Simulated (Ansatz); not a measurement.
`S[CH]1[O][Al]1[Cl]`. Charge 0, multiplicity 1.

```xyz
7

S    -1.030    0.087   -1.556
C     0.189   -0.333   -0.351
O     0.894    0.807    0.321
Al   -0.085    0.046    1.468
Cl   -0.655    0.110    3.447
H    -0.219    0.343   -2.603
H     0.907   -1.060   -0.726
```

List the harmonic frequencies (cm⁻¹, unscaled) at PBE0-D4/def2-TZVP in Ansatz. (Best estimate.)

Ansatz gave: 82, 148, 194, 311, 363, 430, 652, 700, 789, 890, 998, 1074, 1252, 2644, 3129.

Is this a minimum?

Yes, all 15 modes are real.

Give the ideal-gas thermochemistry at 298.15 K and 1 bar (rigid rotor, harmonic oscillator; point group C1, symmetry number 1).

Zero-point energy 81.7 kJ/mol; H(298) − E = 100.7 kJ/mol; entropy 342.0 J/(mol·K), of which translation 169.0, rotation 117.3, vibration 55.6; G(298) − E = -1.2 kJ/mol. Modes under 100 cm⁻¹ are hindered rotations or soft bends, so the harmonic entropy is rough.

And at 400, 500, 600, 800 and 1000 K?


```tsv
T (K)	H − E (kJ/mol)	S (J/mol/K)	G − E (kJ/mol)
400	110.9	371.0	-37.6
500	121.9	395.7	-75.9
600	133.8	417.3	-116.6
800	159.2	453.7	-203.8
1000	186.1	483.7	-297.6
```

Rotational constants (cm⁻¹)?

0.2748, 0.03505, 0.0322.
